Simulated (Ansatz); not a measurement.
Ansatz (an electronic-structure program) input (RI-MP2/def2-QZVPP):
A basis named .json is the Basis Set Exchange file of that set.

Ansatz 0.2 input:
```yaml
crystal:
  periodic: [false, false, false]
  atoms:
    - {symbol: Si, position_ang: [-0.66100242, 0.07867757, 0.21951764]}
    - {symbol: Br, position_ang: [0.00834553, -0.28903227, -1.87773755]}
    - {symbol: Br, position_ang: [1.00822355, 0.19522273, 1.63629940]}
    - {symbol: O, position_ang: [-1.34165152, 1.50740484, -0.16004149]}
    - {symbol: O, position_ang: [-1.63979208, -1.08122009, 0.79064090]}
    - {symbol: H, position_ang: [-2.47433504, -1.22763033, 0.33229260]}
basis:
  gaussian:
    orbitals: def2-QZVPP.json
    fitting: {mean_field: def2-universal-jkfit, correlation: def2-QZVPP-RIFIT.json}
magnetization: {spin_polarized: true, initial_magnetization: 1}
correlation: {method: mp2, electrons: outside_noble_gas}
```

Output:

```
Functional definition: HF
integrals: 1.12 GiB planned
832 factors; integrals over basis functions are off by at most 1.3e0 eV
mean field: 2.62 GiB planned
mean field evaluation 1: about -151949.6471 eV, gradient 4.2e1 eV
mean field evaluation 2: about -151949.7649 eV, gradient 4.8e1 eV
mean field evaluation 4: about -151958.7195 eV, gradient 6.4e0 eV
mean field evaluation 8: about -151959.7775 eV, gradient 6.1e-1 eV
mean field evaluation 16: about -151959.7566 eV, gradient 2.9e0 eV
mean field evaluation 32: about -151959.2680 eV, gradient 5.6e0 eV
mean field -151959.79017966 eV, -5584.4192870572 hartree, gradient 8.4e-6 eV, S^2 0.759111; 5 other end points of the search recorded, 0 dependent functions left out
35 core orbitals not correlated
1101 factors; their error is unknown
reference -151959.79017966 eV, -5584.4192870572 hartree; 16, 15 occupied and 341, 342 virtual orbitals, 1101 factors
second order -25.46171731 eV of doubles, -0.00000000 eV of singles
Total energy: -151985.25189697 eV, -5585.3549879097 hartree
```

It need not be the lowest isomer of its formula.
